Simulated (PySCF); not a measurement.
## Correlation energy of Ca (calcium, neutral)

Starting occupation: [Ar] 3d2, 3d5/2 with m_j = +3/2, +5/2. All numbers are calculated (PySCF 2.14, X2C-1e with screened-nucleus spin-orbit coupling, Gaussian nucleus, in x2c-TZVPall-2c with one added diffuse shell each of s, p, d type (7s8p4d, 51 functions)). Frozen: [Ne]; 10 electrons correlated; the 6 highest virtual spinors left out.

MP2 pair energies summed by pair of shells (mhartree):

```csv
pair,energy,share (%)
3p-3p,-129.83,71.2
3p-3s,-21.01,11.5
3d-3p,-16.08,8.8
3s-3s,-6.41,3.5
3d-3d,-5.39,3.0
3d-3s,-3.70,2.0
```

Total MP2 correlation energy: -182.42 mhartree.

The GHF reference relaxed away from the jj start to a determinant that is no pure jj level (⟨S²⟩ = 2.00, ⟨J²⟩ = 20.01); the energies belong to that determinant.

This basis was not built for core-valence correlation, so the inner-shell part is incomplete.
